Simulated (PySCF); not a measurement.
PySCF job for FeI3, SMILES [I][Fe-]([I])[I] (connectivity only; charge and spin as stated), charge -1, multiplicity 5, PBE-D3(BJ)/def2-SVPD. The structure is a stationary point at PBE-D3(BJ)/def2-SVPD. The multiplicity is an assumed one; other spin states were not compared. The def2 effective core potentials stand for the cores of I; spin–orbit coupling is left out.

```python
import numpy as np
from pyscf import gto, scf, dft, df
from pyscf.hessian import thermo

mol = gto.M(
    atom='''
    Fe    0.00000000    0.00000000    0.00000000
    I     2.56338760    0.00000000    0.00000000
    I    -1.28169380    2.21995878    0.00000000
    I    -1.28169380   -2.21995878    0.00000000
    ''',
    basis='def2-SVPD',
    ecp={'I': 'def2-svp'},
    charge=-1,
    spin=4,
    max_memory=1600,
    verbose=3,
)
mf = dft.UKS(mol, xc='pbe').density_fit(auxbasis='def2-universal-jkfit')
mf.disp = 'd3bj'
mf.grids.level = 3
mf.conv_tol = 1e-11
mf.max_cycle = 100
mf.kernel()
fine, coarse = mf.grids, dft.Grids(mol).set(level=1).build(with_non0tab=True)
for _ in range(3):  # follow internal instabilities
    mf.grids = coarse
    mo, _, stable, _ = mf.stability(return_status=True, nroots=4)
    mf.grids = fine
    if stable:
        break
    mf.kernel(mf.make_rdm1(mo, mf.mo_occ))

# [left out here: the lines that compute and print the analytic Hessian (its translational invariance restored by hand, since the grid's response is missing), thermochemistry and intensities]
```

It prints:

```

WARN: HOMO -0.925662200489198 >= LUMO -0.966308556362765


WARN: HOMO -0.0219617302486488 >= LUMO -0.518107041303244


WARN: HOMO 0.155916797899477 >= LUMO 0.137337092054447


WARN: HOMO -0.578761791255578 >= LUMO -0.646077906014538


WARN: HOMO -0.473182909881192 >= LUMO -0.496013759948094


WARN: HOMO -0.41169386407705 >= LUMO -0.449653793594096


WARN: HOMO -0.413272619597003 >= LUMO -0.439596694045862


WARN: HOMO -0.380022922809166 >= LUMO -0.424095761000036


WARN: HOMO -0.391533228855116 >= LUMO -0.400268282613906


WARN: HOMO -0.605785836002525 >= LUMO -0.625385361578642


WARN: HOMO -0.550433083852894 >= LUMO -0.589445860425479


WARN: HOMO 0.202525604114987 >= LUMO 0.178362277443845


WARN: HOMO -0.802758226119624 >= LUMO -0.912014529833398


WARN: HOMO -0.649966500845435 >= LUMO -0.716879530582897


WARN: HOMO -0.635570245922797 >= LUMO -0.697453747190245


WARN: HOMO -0.639351206983506 >= LUMO -0.68882015454724


WARN: HOMO -0.664667138316881 >= LUMO -0.753409369204364


WARN: HOMO -0.683954944268181 >= LUMO -0.763555183245657


WARN: HOMO -0.855099322638777 >= LUMO -0.929273953021253


WARN: HOMO -1.01247547617898 >= LUMO -1.09590868753551


WARN: HOMO 0.179332532665879 >= LUMO 0.166009806904677


WARN: HOMO -0.945067520318125 >= LUMO -1.02139554904462


WARN: HOMO -0.939030502820045 >= LUMO -1.01367894069023


WARN: HOMO -0.934314203654077 >= LUMO -1.00636954591172


WARN: HOMO -0.927231535858108 >= LUMO -0.998634554903148


WARN: HOMO -0.927589557067973 >= LUMO -1.00268837899019


WARN: HOMO -0.888421426053279 >= LUMO -0.961792331725519


WARN: HOMO -0.894367102707445 >= LUMO -0.973523140193509


WARN: HOMO -0.903381465502287 >= LUMO -0.990046558587079


WARN: HOMO 0.148372818163604 >= LUMO 0.108896175520863


WARN: HOMO -0.868262673742407 >= LUMO -1.02178193531829


WARN: HOMO -0.683584425227981 >= LUMO -0.822450091383722


WARN: HOMO -0.634492707969903 >= LUMO -0.77141865864368


WARN: HOMO -0.631184901802415 >= LUMO -0.750755412260529


WARN: HOMO -0.619419236407538 >= LUMO -0.752899764836948


WARN: HOMO -0.572824860360309 >= LUMO -0.719078892853711


WARN: HOMO -0.691439048790959 >= LUMO -0.787894835788988


WARN: HOMO -0.61659072013869 >= LUMO -0.680375609419247


WARN: HOMO 0.16893610792296 >= LUMO 0.138967300642485


WARN: HOMO -0.611747386703386 >= LUMO -0.681412042756923


WARN: HOMO -0.638786167958202 >= LUMO -0.862674805874029


WARN: HOMO -0.512469615954579 >= LUMO -0.703642316605006


WARN: HOMO -0.523873174755522 >= LUMO -0.713044535985013


WARN: HOMO -0.547058709188171 >= LUMO -0.728966869479099


WARN: HOMO -0.547284672838764 >= LUMO -0.726160819903661


WARN: HOMO -0.515118934208267 >= LUMO -0.69603711966029


WARN: HOMO -0.582653303032878 >= LUMO -0.753006087827639


WARN: HOMO 0.0816810872016743 >= LUMO -0.0359620314523775


WARN: HOMO -0.684952164101114 >= LUMO -0.695056379972276


WARN: HOMO -0.619548246711981 >= LUMO -0.642318240365331


WARN: HOMO -0.536828525022088 >= LUMO -0.549794222646008


WARN: HOMO -0.60924983579296 >= LUMO -0.629238868000412


WARN: HOMO -0.677311630037708 >= LUMO -0.701998717086137


WARN: HOMO -0.726372137559948 >= LUMO -0.753597603755002


WARN: HOMO -0.72899136970065 >= LUMO -0.803725152260219


WARN: HOMO -0.763708525277693 >= LUMO -0.918123448466085


WARN: HOMO -0.0341430807938969 >= LUMO -0.122052114550876


WARN: HOMO -0.629690359198278 >= LUMO -0.835079061907145


WARN: HOMO -0.579547665192153 >= LUMO -0.753039129722909


WARN: HOMO -0.580532436553985 >= LUMO -0.7418215314288


WARN: HOMO -0.567419926602997 >= LUMO -0.682063619424163


WARN: HOMO -0.550707184491977 >= LUMO -0.720385121366825


WARN: HOMO -0.539869542347446 >= LUMO -0.745399262567183


WARN: HOMO -0.542868220317303 >= LUMO -0.755898364985161


WARN: HOMO -0.519194055002629 >= LUMO -0.736384179964593


WARN: HOMO 0.0796019333794509 >= LUMO -0.024827547047192


WARN: HOMO -0.58522286623235 >= LUMO -0.736909781285929


WARN: HOMO -0.574680167817512 >= LUMO -0.724260741953292


WARN: HOMO -0.638837692544118 >= LUMO -0.691732814183236


WARN: HOMO -0.661362419332567 >= LUMO -0.705278949206493


WARN: HOMO -0.650380005853503 >= LUMO -0.699738737320174


WARN: HOMO -0.533048154241571 >= LUMO -0.5886805002209


WARN: HOMO -0.574603009667526 >= LUMO -0.599607441363234


WARN: HOMO -0.677651982947735 >= LUMO -0.691658433945407


WARN: HOMO -0.0177791023917295 >= LUMO -0.10174200706276


WARN: HOMO -0.675159151146945 >= LUMO -0.693001754436262


WARN: HOMO -0.821776288219953 >= LUMO -0.943345615578786


WARN: HOMO -0.818325743539859 >= LUMO -1.05725210651131


WARN: HOMO -0.415667094930271 >= LUMO -0.590040331238662


WARN: HOMO -0.447195393237401 >= LUMO -0.630847347521488


WARN: HOMO -0.326989352751385 >= LUMO -0.498250106906491


WARN: HOMO -0.255132166051081 >= LUMO -0.483357007190488


WARN: HOMO -0.0228959798473551 >= LUMO -0.105360263027085


WARN: HOMO -0.255809496419491 >= LUMO -0.477074770194181


WARN: HOMO -0.248635969279167 >= LUMO -0.441849704642372


WARN: HOMO -0.239249272558637 >= LUMO -0.418481369012866


WARN: HOMO -0.50409329006871 >= LUMO -0.713891715251783


WARN: HOMO -0.538677287921104 >= LUMO -0.70419431811696


WARN: HOMO -0.527844772021103 >= LUMO -0.751026919906211


WARN: HOMO -0.536005366434115 >= LUMO -0.757234903664223


WARN: HOMO -0.531198408847323 >= LUMO -0.75004124360181


WARN: HOMO 0.0967333348561879 >= LUMO 0.00149166192877837


WARN: HOMO -0.572155706439936 >= LUMO -0.769716947988506


WARN: HOMO -0.584859043012052 >= LUMO -0.778874772060242


WARN: HOMO -0.580882546871393 >= LUMO -0.760649530037018


WARN: HOMO -0.6050505691232 >= LUMO -0.778403765468913


WARN: HOMO -0.617542787007004 >= LUMO -0.800679902910901


WARN: HOMO -0.620853910608865 >= LUMO -0.769497816141323


WARN: HOMO -0.666298248847347 >= LUMO -0.805842140485812

SCF not converged.
SCF energy = -2126.00304607089 after 100 cycles  <S^2> = 6.0014309  2S+1 = 5.0005723
<class 'pyscf.df.df_jk.DFUKS'> wavefunction has an internal instability

WARN: HOMO 0.0142494998311532 >= LUMO -0.0866439228785309


WARN: HOMO -3.75687605382757 >= LUMO -3.91153251341528


WARN: HOMO -0.309905215082611 >= LUMO -0.358825835582264


WARN: HOMO -0.184930639905078 >= LUMO -0.193821826156402


WARN: HOMO -0.170774066710175 >= LUMO -0.223597269119522


WARN: HOMO -0.152268476043631 >= LUMO -0.21783791787961


WARN: HOMO -0.188652603387552 >= LUMO -0.231692887527248


WARN: HOMO -0.189062316474773 >= LUMO -0.231929802138787


WARN: HOMO -0.187331015895279 >= LUMO -0.230004585282494


WARN: HOMO 0.0474330667387304 >= LUMO -0.0817240951323722


WARN: HOMO -1.17937839115592 >= LUMO -1.25113457678444


WARN: HOMO -0.663216566012502 >= LUMO -0.818585808326295


WARN: HOMO 0.11101422795391 >= LUMO 0.0977317769786286


WARN: HOMO -0.319930899845278 >= LUMO -0.428395383010946


WARN: HOMO -0.316422712416869 >= LUMO -0.39857063215525


WARN: HOMO -0.342432789566828 >= LUMO -0.408740498884464


WARN: HOMO -0.347051436795623 >= LUMO -0.397817592381992


WARN: HOMO -0.23641942072875 >= LUMO -0.244176316561632


WARN: HOMO -0.198909302881528 >= LUMO -0.2943855406345


WARN: HOMO -0.109882913369817 >= LUMO -0.210395900044296


WARN: HOMO -0.184125010577466 >= LUMO -0.221947777111594


WARN: HOMO 0.125275675691839 >= LUMO 0.11498082867376


WARN: HOMO -0.144868762404469 >= LUMO -0.154298294865898

converged SCF energy = -2156.67152668007  <S^2> = 6.0141287  2S+1 = 5.0056483
<class 'pyscf.df.df_jk.DFUKS'> wavefunction is stable in the internal stability analysis

WARN: DFTD3 does not support analytical Hessian, using finite difference


WARN: Mole.unit (angstrom) is changed to Bohr

Mode                                 0                   1                   2
Irrep
Freq [cm^-1]                       42.3877             42.3939             74.4425
Reduced mass [au]                 114.2607            114.2620             60.1537
Force const [Dyne/A]                0.1210              0.1210              0.1964
Char temp [K]                      60.9865             60.9953            107.1061
Normal mode                   x     y     z       x     y     z       x     y     z
       0  Fe                 0.00 -0.04  0.00    0.04  0.00 -0.00   -0.00 -0.00 -0.12
       1   I                 0.00  0.05 -0.00    0.04 -0.00  0.00   -0.00  0.00  0.02
       2   I                 0.04 -0.02 -0.00   -0.03 -0.04  0.00    0.00  0.00  0.02
       3   I                -0.04 -0.02 -0.00   -0.03  0.04  0.00    0.00 -0.00  0.02
Mode                                 3                   4                   5
Irrep
Freq [cm^-1]                      125.4831            244.2980            244.3020
Reduced mass [au]                 126.9045             63.4836             63.4832
Force const [Dyne/A]                1.1773              2.2323              2.2324
Char temp [K]                     180.5423            351.4905            351.4962
Normal mode                   x     y     z       x     y     z       x     y     z
       0  Fe                 0.00 -0.00  0.00   -0.00 -0.12  0.00    0.12 -0.00 -0.00
       1   I                -0.05 -0.00 -0.00    0.00  0.00 -0.00   -0.03  0.00  0.00
       2   I                 0.03 -0.04 -0.00   -0.01  0.03 -0.00   -0.01  0.01  0.00
       3   I                 0.03  0.04 -0.00    0.01  0.03 -0.00   -0.01 -0.01  0.00
temperature 298.1500 [K]
pressure 101325.00 [Pa]
Rotational constants [GHz] 0.40404 0.40404 0.20202
Symmetry number 6
Zero-point energy (ZPE) 0.00176 [Eh]   4625.404 [J/mol]
                           tot       elec      trans        rot        vib
Entropy [J/mol/K]       410.741     13.382    184.560    125.449     87.351
Cv [J/mol/K]             72.635      0.000     12.472     12.472     47.691
Cp [J/mol/K]             80.949      0.000     20.786     12.472     47.691
Internal energy [J/mol]                      3718.434   3718.434  15554.256
Internal energy [Eh]   -2156.66277  -2156.67153
Enthalpy [J/mol]                             6197.391   3718.434  15554.256
Enthalpy [Eh]          -2156.66183
Gibbs free energy [J/mol]                  -48829.249 -33684.100 -10489.373
Gibbs free energy [Eh] -2156.70847
mode   freq/cm-1   IR/(km/mol)
   1       42.39         0.000
   2       42.39         0.000
   3       74.44         0.396
   4      125.48         0.000
   5      244.30        46.828
   6      244.30        46.827
max |gradient| / (hartree/bohr): 0.00013928597646452068
APT charges: [ 0.8867 -0.6291 -0.6291 -0.6291]
```

Self-consistency was reached.
